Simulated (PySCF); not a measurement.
**Working with the constants of GaSe**

UHF-CCSD(T) constants of GaSe, ²Σ⁺ (doublet), unpaired electrons σ ↑ (Ga x2c-TZVPPall, Se x2c-TZVPPall; spin-free X2C with a Gaussian nucleus (PySCF 2.14); masses 68.9256 and 79.9165 u):

```
ωe              : 332.3 cm⁻¹
ωexe            : 1.28 cm⁻¹
Be              : 0.094825 cm⁻¹
αe              : 0.000434 cm⁻¹
D (centrifugal) : 3.09e-08 cm⁻¹
De to Ga + Se   : 3.22 eV
```

Give the vibrational terms G(v) and spacings up to v = 3.

G(v) = ωe(v+½) − ωexe(v+½)².

```csv
v,G(v) (cm⁻¹),G(v) − G(v−1),Bv (cm⁻¹)
0,166,,0.09461
1,496,330,0.09417
2,823,327,0.09374
3,1147,325,0.09331
```

How well does the Morse estimate ωe²/(4ωexe) reproduce De, and what is D0?

It gives 2.67 eV, 83 % of the computed De. D0 = De − G(0) = 3.22 − 0.02 = 3.20 eV.

Correlated steps freeze 18 core orbitals. Spin–orbit coupling is left out. The state was picked by a PBE0 search and need not be the measured ground state.
